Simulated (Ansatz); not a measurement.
FH₃INSSi, SMILES `N[Si](F)(S)I` at its PBE0-D4/def2-TZVP geometry, where that method's forces vanish. Total charge 0; spin multiplicity 1. I takes the def2 core potential.

```json
{"atom": "N1", "x (Å)": "-0.9369", "y (Å)": "-0.2415", "z (Å)": "1.0711"}
{"atom": "Si2", "x (Å)": "0.3626", "y (Å)": "-0.1125", "z (Å)": "0.0017"}
{"atom": "F3", "x (Å)": "1.4664", "y (Å)": "-1.1239", "z (Å)": "0.5360"}
{"atom": "S4", "x (Å)": "-0.3743", "y (Å)": "-0.5950", "z (Å)": "-1.9150"}
{"atom": "I5", "x (Å)": "1.5226", "y (Å)": "2.0421", "z (Å)": "-0.0786"}
{"atom": "H6", "x (Å)": "-0.7732", "y (Å)": "-0.3729", "z (Å)": "2.0567"}
{"atom": "H7", "x (Å)": "-1.7984", "y (Å)": "0.2466", "z (Å)": "0.8887"}
{"atom": "H8", "x (Å)": "0.5312", "y (Å)": "0.1572", "z (Å)": "-2.5607"}
```

Problem. For each bond, give half the difference of the two atoms' forces along it (eV/Å; positive pushes the atoms apart) under PBE-D4, r2SCAN-D4, B3LYP-D4, ωB97M-V in def2-TZVPP. (Estimate.)

Solution. Ansatz gave: 
```
  bond  length (Å)  PBE-D4  r2SCAN-D4  B3LYP-D4  ωB97M-V
N1–Si2       1.688    0.09       0.00      0.02     0.04
 N1–H6       1.008    0.18       0.02     -0.02    -0.02
 N1–H7       1.007    0.16       0.01     -0.03    -0.02
Si2–F3       1.590    0.54       0.04      0.14     0.11
Si2–S4       2.109    0.04       0.03      0.08    -0.03
Si2–I5       2.448    0.01       0.06      0.14    -0.09
 S4–H8       1.343    0.26       0.01     -0.04    -0.10
```

B3LYP here is the variant with VWN-RPA as its local correlation; programs differ in this.
